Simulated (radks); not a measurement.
Excited configurations of the indium ion In2+: one electron is placed in a higher orbital outside [Kr] 4d10. The ground configuration is [Kr] 4d10 5s1. All-electron calculation, scalar-relativistic Kohn-Sham, BLYP, spin-unpolarised, spherical densities, point nucleus. Program: a radial shooting solver on a logarithmic mesh with Libxc functionals. Excitation = E - E(ground); binding = E(ion) - E, where the ion is the core of charge +3; n* = 3/sqrt(2 binding) in atomic units, and the quantum defect is n - n*.

[
 {"outer orbital": "4f", "excitation (eV)": "20.546", "binding (eV)": "7.989", "n*": "3.915", "quantum defect": "0.085", "eigenvalue (eV)": "-6.145"},
 {"outer orbital": "5p", "excitation (eV)": "7.512", "binding (eV)": "21.024", "n*": "2.413", "quantum defect": "2.587", "eigenvalue (eV)": "-17.111"},
 {"outer orbital": "5d", "excitation (eV)": "16.286", "binding (eV)": "12.249", "n*": "3.162", "quantum defect": "1.838", "eigenvalue (eV)": "-9.753"},
 {"outer orbital": "5f", "excitation (eV)": "23.028", "binding (eV)": "5.507", "n*": "4.715", "quantum defect": "0.285", "eigenvalue (eV)": "-4.444"},
 {"outer orbital": "6s", "excitation (eV)": "15.891", "binding (eV)": "12.644", "n*": "3.112", "quantum defect": "2.888", "eigenvalue (eV)": "-10.776"},
 {"outer orbital": "6p", "excitation (eV)": "18.126", "binding (eV)": "10.409", "n*": "3.430", "quantum defect": "2.570", "eigenvalue (eV)": "-8.792"},
 {"outer orbital": "6d", "excitation (eV)": "21.221", "binding (eV)": "7.315", "n*": "4.092", "quantum defect": "1.908", "eigenvalue (eV)": "-6.064"},
 {"outer orbital": "6f", "excitation (eV)": "24.577", "binding (eV)": "3.958", "n*": "5.562", "quantum defect": "0.438", "eigenvalue (eV)": "-3.286"},
 {"outer orbital": "7s", "excitation (eV)": "21.080", "binding (eV)": "7.455", "n*": "4.053", "quantum defect": "2.947", "eigenvalue (eV)": "-6.331"},
 {"outer orbital": "7p", "excitation (eV)": "22.156", "binding (eV)": "6.379", "n*": "4.381", "quantum defect": "2.619", "eigenvalue (eV)": "-5.433"}
]

The Delta-SCF ionisation energy is 28.535 eV (NIST Atomic Spectra Database: 28.044 eV, measured). Self-interaction in the functional shifts the binding energies and quantum defects, so they are the method's values and not measured ones. Spin polarisation and multiplet splitting are left out, so open shells lie too high by an amount that depends on their filling.

Beside tabulated values, note that spin-unpolarised runs miss the spin-polarisation part of the exchange energy of open shells.
